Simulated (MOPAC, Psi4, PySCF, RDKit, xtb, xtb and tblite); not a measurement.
Two geometries of CH6B2O2, SMILES OB(O)CB, singlet, relaxed at GFN2-xTB with one dihedral held; other torsions can differ between them too.

Structure A

```
11

B      1.5567    -0.0201    -0.6814
C      0.5795    -0.5179     0.4282
B     -0.9475    -0.3945    -0.0605
O     -1.7811     0.4214     0.6139
O     -1.4457    -1.0787    -1.1262
H      2.2882     0.8729    -0.4955
H      1.5865    -0.5721    -1.7167
H      0.7000    -0.0107     1.3814
H      0.7400    -1.5861     0.5946
H     -2.6742     0.4470     0.2671
H     -0.8225    -1.6235    -1.6032
```

Structure B

```
11

B     -1.3982     0.1466    -0.7520
C     -0.7256    -0.6024     0.4513
B     -0.6226     0.1475     1.8570
O     -0.9015    -0.5348     2.9890
O     -0.2495     1.4533     1.9846
H     -1.8232     1.2338    -0.6448
H     -1.4920    -0.3958    -1.7855
H     -1.2118    -1.5720     0.5822
H      0.2874    -0.8740     0.1329
H     -0.8132    -0.0129     3.7879
H     -0.0997     1.9202     1.1647
```

**Question.** Which is lower in energy at the level DF-MP2 (frozen core)/cc-pVTZ // GFN2-xTB (Psi4), and by how much?

**Answer.** A is lower, by 13.87 kJ/mol (dihedral H6–B1–C2–B3: 120° in A, 0° in B).

E(B) − E(A) in kJ/mol at the other levels, on the same two geometries: GFN2-xTB (xtb and tblite) 10.29; PBE/def2-TZVP // GFN2-xTB (Psi4) 14.35; PBE-D3(BJ)/def2-TZVP // GFN2-xTB (Psi4) 14.53; wB97M-V/def2-TZVP // GFN2-xTB (Psi4) 13.07; HF/cc-pVTZ // GFN2-xTB (Psi4) 10.75; UFF // GFN2-xTB (RDKit) 4.34; PM7, restricted, heats of formation // GFN2-xTB (MOPAC) 5.43; PM6, restricted, heats of formation // GFN2-xTB (MOPAC) 3.10; GFN1-xTB // GFN2-xTB (xtb) 10.92; restricted B3LYP/6-31G*, spherical d // GFN2-xTB (PySCF) 13.70; restricted B3LYP/LANL2DZ // GFN2-xTB (PySCF) 11.94; restricted Hartree-Fock/STO-3G // GFN2-xTB (PySCF) 11.50; restricted B3LYP/3-21G // GFN2-xTB (PySCF) 13.65.
